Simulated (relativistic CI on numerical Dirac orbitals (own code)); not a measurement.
Level scheme of He+

These numbers are calculated, not measured: Dirac equation for one electron, model QED (radiative potential, 1s self-energy scaled to tabulated hydrogen-like ionisation energies) (own radial code, finite nucleus).

Configuration list: 1s, 2p, 2s, 3p, 3s, 3d, 4p, 4s, 4d, 4f, 5s, 5p, 5d, 5f, 5g, 6s, 6p, 6d. Levels of other configurations are missing.

The lowest level is 1s 2S_1/2, with 100 % of that term; Hund's rules for 1s give 2S with J = 1/2, in agreement.

| No. | Configuration | Term | J | E (cm⁻¹) | % | Landé g |
| --- | --- | --- | --- | --- | --- | --- |
| 1 | 1s | 2S | 1/2 | 0 | 100 | 2.002 |
| 2 | 2p | 2P° | 1/2 | 329179 | 100 | 0.666 |
| 3 | 2s | 2S | 1/2 | 329180 | 100 | 2.002 |
| 4 | 2p | 2P° | 3/2 | 329185 | 100 | 1.334 |
| 5 | 3p | 2P° | 1/2 | 390141 | 100 | 0.666 |
| 6 | 3s | 2S | 1/2 | 390141 | 100 | 2.002 |
| 7 | 3d | 2D | 3/2 | 390143 | 100 | 0.800 |
| 8 | 3p | 2P° | 3/2 | 390143 | 100 | 1.334 |
| 9 | 3d | 2D | 5/2 | 390143 | 100 | 1.200 |
| 10 | 4p | 2P° | 1/2 | 411477 | 100 | 0.666 |
| 11 | 4s | 2S | 1/2 | 411477 | 100 | 2.002 |
| 12 | 4d | 2D | 3/2 | 411478 | 100 | 0.800 |
| 13 | 4p | 2P° | 3/2 | 411478 | 100 | 1.334 |
| 14 | 4f | 2F° | 5/2 | 411478 | 100 | 0.857 |
| 15 | 4d | 2D | 5/2 | 411478 | 100 | 1.200 |
| 16 | 4f | 2F° | 7/2 | 411478 | 100 | 1.143 |
| 17 | 5p | 2P° | 1/2 | 421353 | 100 | 0.666 |
| 18 | 5s | 2S | 1/2 | 421353 | 100 | 2.002 |
| 19 | 5d | 2D | 3/2 | 421353 | 100 | 0.800 |
| 20 | 5p | 2P° | 3/2 | 421353 | 100 | 1.334 |
| 21 | 5f | 2F° | 5/2 | 421353 | 100 | 0.857 |
| 22 | 5d | 2D | 5/2 | 421353 | 100 | 1.200 |
| 23 | 5g | 2G | 7/2 | 421353 | 100 | 0.889 |
| 24 | 5f | 2F° | 7/2 | 421353 | 100 | 1.143 |
| 25 | 5g | 2G | 9/2 | 421353 | 100 | 1.111 |
| 26 | 6p | 2P° | 1/2 | 426717 | 100 | 0.666 |
| 27 | 6s | 2S | 1/2 | 426717 | 100 | 2.002 |
| 28 | 6d | 2D | 3/2 | 426717 | 100 | 0.800 |
| 29 | 6p | 2P° | 3/2 | 426717 | 100 | 1.334 |
| 30 | 6d | 2D | 5/2 | 426717 | 100 | 1.200 |

Energies count from the lowest computed level; ° marks odd parity.
